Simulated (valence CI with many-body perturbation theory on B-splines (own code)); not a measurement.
## Ladder of approximations for Te XLVIII

Calculated by valence CI with perturbative core correlation (CI+MBPT): three valence electrons over a frozen Dirac-Fock core [He], radial functions for each j: 11 s, 11 p, 9 d, 7 f, 5 g, 2 h, 1 i, with the one-electron correlation potential Σ1, the two-electron term Σ2, the three-electron term Σ3, Breit, model QED; selected CI, second order for the rest (own B-spline code, finite nucleus).

No measured spectrum was set against this ion. As an estimate, large intervals hold to a few tenths of a per cent, small ones and those within an open d or f shell to about a per cent.

Each rung adds one term. CI alone is the Dirac-Coulomb CI over the frozen core; QED comes last and gives the full result, which names the levels. Energies are above (2s^2 2p1/2) J=1/2 on the same rung, in eV.

Levels are named by their leading jj configuration (3d3/2^4 stands for four electrons in 3d with j = 3/2), which in mixed levels can hold well under half, so a name can repeat and another be missing. Letters in brackets count levels of one name in rising energy.

```tsv
Level	CI alone	Σ1	Σ2	Σ3	Breit	QED	Full
(2s 2p1/2^2) J=1/2	154.1	-0.25	-0.08	-0.01	+5.81	-5.29	154.2
(2s^2 2p3/2) J=3/2	308.5	+0.09	0.00	0.00	-5.39	+0.46	303.6
(2s 2p1/2 2p3/2) J=3/2 [a]	416.0	-0.16	-0.04	+0.01	+0.32	-4.73	411.4
(2s 2p1/2 2p3/2) J=5/2	450.0	-0.16	-0.07	-0.01	-3.16	-4.73	441.9
(2s 2p1/2 2p3/2) J=3/2 [b]	496.5	-0.16	-0.19	-0.04	-1.50	-4.76	489.9
(2s 2p1/2 2p3/2) J=1/2	495.3	-0.16	-0.29	-0.04	+0.68	-4.78	490.7
(2p1/2^2 2p3/2) J=3/2	661.8	-0.40	-0.37	-0.05	+4.92	-9.95	655.9
(2s 2p3/2^2) J=5/2	744.4	-0.07	-0.05	-0.01	-6.85	-4.18	733.2
(2s 2p3/2^2) J=1/2	811.5	-0.07	-0.08	-0.06	-3.41	-4.20	803.7
(2s 2p3/2^2) J=3/2	815.4	-0.07	-0.28	-0.05	-5.95	-4.22	804.8
(2p1/2 2p3/2^2) J=3/2	939.9	-0.32	-0.37	-0.05	-0.09	-9.53	929.5
(2p1/2 2p3/2^2) J=5/2	962.3	-0.32	-0.32	-0.05	-3.51	-9.53	948.6
(2p1/2 2p3/2^2) J=1/2	994.4	-0.31	-0.29	-0.05	+1.04	-9.50	985.3
(2p3/2^3) J=3/2	1279.8	-0.22	-0.29	-0.05	-5.50	-8.95	1264.8
(2s^2 3s) J=1/2	4769.3	+0.37	-0.06	-0.05	-8.57	+1.52	4762.5
(2s^2 3p1/2) J=1/2	4823.1	+0.32	-0.06	-0.05	-6.96	-0.10	4816.3
(2s 2p1/2 3s) J=1/2 [a]	4874.7	+0.13	-0.04	-0.05	-3.43	-3.61	4867.7
(2s 2p1/2 3s) J=3/2	4890.4	+0.16	-0.09	-0.05	-5.59	-2.95	4881.8
(2s 2p1/2 3s) J=1/2 [b]	4912.3	+0.13	-0.07	-0.05	-4.18	-3.66	4904.5
(2s^2 3p3/2) J=3/2	4919.0	+0.31	-0.08	-0.05	-8.00	-0.57	4910.6
(2s 2p1/2 3p1/2) J=1/2 [a]	4920.2	+0.07	-0.04	-0.05	-1.82	-5.21	4913.1
(2s 2p1/2 3p1/2) J=3/2	4939.6	+0.10	-0.10	-0.05	-4.51	-4.57	4930.5
(2s^2 3d3/2) J=3/2	4958.6	+0.36	-0.08	-0.05	-8.76	-0.64	4949.4
(2s 2p1/2 3p1/2) J=1/2 [b]	4965.8	+0.08	-0.13	-0.05	-2.39	-5.17	4958.1
(2s^2 3d5/2) J=5/2	4982.7	+0.38	-0.08	-0.05	-9.95	+0.04	4973.1
(2s 2p1/2 3p3/2) J=3/2 [a]	5019.4	+0.10	-0.06	-0.05	-3.39	-5.04	5011.0
(2s 2p1/2 3p3/2) J=1/2	5033.4	+0.05	-0.12	-0.05	-3.33	-5.74	5024.2
(2s 2p1/2 3p3/2) J=5/2	5041.8	+0.10	-0.11	-0.05	-5.15	-5.01	5031.6
(2s 2p1/2 3p3/2) J=3/2 [b]	5044.5	+0.10	-0.13	-0.05	-4.79	-5.05	5034.6
(2s 2p1/2 3d3/2) J=3/2 [a]	5051.2	+0.13	-0.04	-0.04	-3.82	-5.18	5042.2
(2s 2p1/2 3d3/2) J=5/2	5072.0	+0.14	-0.08	-0.05	-5.52	-5.18	5061.3
```

The middle columns are the shifts that each term adds.

Problem. How does the ionisation energy move along the ladder, and which term matters most?

Solution. CI alone 8504.1, + Σ1 8504.5, + Σ2 8504.4, + Σ3 8504.4, + Breit 8494.3, + QED 8494.4 eV. The largest step is Breit, -10.1 eV. NIST lists 8499 ± 4 eV (theoretical).
